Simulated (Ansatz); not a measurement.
# Molecular dynamics of H₄CO

Input:

```yaml
accuracy: low
crystal:
  lattice:
    - [7.587421, 0.0, 0.0]
    - [0.0, 7.587421, 0.0]
    - [0.0, 0.0, 7.587421]
  atoms:
    - { symbol: H, position: [0.60594448, 0.11391304, 0.26478811] }
    - { symbol: H, position: [0.61169222, 0.19982172, 0.21450525] }
    - { symbol: H, position: [0.17329133, 0.50169986, 0.67183386] }
    - { symbol: H, position: [0.17570374, 0.58840337, 0.62380514] }
    - { symbol: H, position: [0.30192474, 0.33029545, 0.34433618] }
    - { symbol: H, position: [0.2369398, 0.25711626, 0.36333928] }
    - { symbol: H, position: [0.73337658, 0.46856623, 0.30344851] }
    - { symbol: H, position: [0.68390413, 0.55434342, 0.319338] }
    - { symbol: H, position: [0.60675699, 0.83384158, 0.47775006] }
    - { symbol: H, position: [0.52584385, 0.80784941, 0.42467339] }
    - { symbol: H, position: [0.20858998, 0.89338399, 0.4854683] }
    - { symbol: H, position: [0.23251996, 0.93997416, 0.56997073] }
    - { symbol: O, position: [0.82304563, 0.86055685, 1.06905923] }
    - { symbol: C, position: [0.68628182, 0.82100628, 0.99498535] }
    - { symbol: H, position: [0.6828459, 0.72484366, 0.88475958] }
    - { symbol: H, position: [0.55738705, 0.87615986, 1.03838093] }
    - { symbol: O, position: [0.82275826, 0.01271576, 0.64488396] }
    - { symbol: C, position: [0.87981775, 0.07709423, 0.50985469] }
    - { symbol: H, position: [0.92935675, 0.21590897, 0.50486671] }
    - { symbol: H, position: [0.88423344, 0.00318299, 0.38279073] }
    - { symbol: O, position: [-0.02917297, 0.39246702, 1.08428086] }
    - { symbol: C, position: [-0.07239369, 0.29127317, 0.96717229] }
    - { symbol: H, position: [-0.03974104, 0.31614983, 0.82613807] }
    - { symbol: H, position: [-0.14337852, 0.1661067, 0.99468164] }
    - { symbol: O, position: [0.33309133, 0.66135221, 0.19143381] }
    - { symbol: C, position: [0.17924632, 0.69504746, 0.16125669] }
    - { symbol: H, position: [0.07513548, 0.68777993, 0.26469743] }
    - { symbol: H, position: [0.13244936, 0.73708938, 0.0289918] }
    - { symbol: O, position: [0.6235137, 0.41485179, 0.81793258] }
    - { symbol: C, position: [0.5638876, 0.41166444, 0.66911573] }
    - { symbol: H, position: [0.52878669, 0.53496608, 0.59701908] }
    - { symbol: H, position: [0.54119886, 0.28558415, 0.59702555] }
    - { symbol: O, position: [0.30836737, 0.13296084, 0.80712891] }
    - { symbol: C, position: [0.33009448, 0.16139607, 0.96299229] }
    - { symbol: H, position: [0.3948175, 0.2836178, 1.01118079] }
    - { symbol: H, position: [0.28495805, 0.06634396, 1.0657268] }
basis:
  ecutwfc: 420.0
kpoints:
  mp_grid: { grid: [1, 1, 1] }
hamiltonian:
  xc: pbe
  dispersion: d3bj
scf:
  occupations: { method: fermi_dirac, width: 0.02 }
  lower_state_search: "off"
md:
  timestep: 0.75
  n_steps: 300
  ensemble: nvt_langevin
  temperature: 500.0
  initial_velocities: maxwell_boltzmann
  seed: 790707
  friction: 0.02
```

Launched with:

```bash
$ ansatz run input.yaml --threads 1 --pin off --max-ram 3072MiB --backend cpu --events-out ev --progress --plain --runs-dir out
```

It starts from a partly relaxed structure (largest force component 0.29 eV/Å).

Output, in part (step lines):

```
md step     0: t =     0.00 fs  T =   486.1 K  F+E_penalty+E_count = -5285.68226531 eV  E_kin = 2.262050 eV  (10 SCF iters)
[... lines left out ...]
```

The steps, from the saved trajectory:

```
time (fs)  T (K)  potential energy less start (eV)
      0.0    486                             0.000
      7.5    454                             0.915
     15.0    407                             1.098
     22.5    339                             1.139
     30.0    388                             1.118
     37.5    375                             1.370
     45.0    368                             1.550
     52.5    445                             1.374
     60.0    432                             1.266
     67.5    444                             1.340
     75.0    503                             0.951
     82.5    384                             1.187
     90.0    398                             1.400
     97.5    405                             1.517
    105.0    366                             1.567
    112.5    588                             1.539
    120.0    627                             1.266
    127.5    564                             1.467
    135.0    495                             1.368
    142.5    498                             1.422
    150.0    465                             1.510
    157.5    505                             1.437
    165.0    519                             0.971
    172.5    427                             1.153
    180.0    539                             0.958
    187.5    581                             1.127
    195.0    521                             1.339
    202.5    559                             1.553
    210.0    495                             1.500
    217.5    532                             1.308
    225.0    471                             1.493
```

The run went to its last step. A run of 0.23 ps of so small a system gives no equilibrium averages. Limits of this set-up: coarse k mesh, low accuracy level.

Mean squared displacements from the first frame to the last, about the centre of mass: H 2.19 Å², O 0.69 Å², C 0.45 Å².

Last frame:

```xyz
36
Lattice="7.5874 0.0000 0.0000 0.0000 7.5874 0.0000 0.0000 0.0000 7.5874" Properties=species:S:1:pos:R:3
H 4.409 2.120 0.514
H 4.898 2.362 0.998
H 0.338 4.817 4.762
H -0.030 4.185 4.717
H 2.159 1.402 3.015
H 1.809 0.767 3.014
H 5.752 5.055 3.093
H 6.490 5.051 3.239
H 3.204 6.520 3.670
H 3.894 6.289 3.708
H 2.785 5.749 5.465
H 2.170 5.644 5.873
O 6.718 6.733 7.525
C 5.705 6.519 8.113
H 4.897 6.049 7.703
H 5.573 6.603 9.206
O 5.141 0.394 4.427
C 6.327 0.504 4.264
H 7.034 0.143 5.054
H 6.869 1.039 3.432
O -0.316 3.122 9.037
C -0.300 2.661 7.952
H 0.102 3.219 7.083
H -0.493 1.592 7.764
O 2.627 4.730 1.261
C 1.476 5.094 1.119
H 0.672 4.826 1.828
H 1.113 5.846 0.424
O 5.125 3.327 5.677
C 4.168 3.056 4.937
H 3.124 3.460 5.100
H 4.347 2.323 4.075
O 1.919 1.888 6.295
C 1.768 0.771 6.816
H 2.654 0.203 7.027
H 0.782 0.362 6.918
```

The run took 14 min on 1 thread of Arm Neoverse V1, with other jobs on the host, peak memory 0.46 GiB.
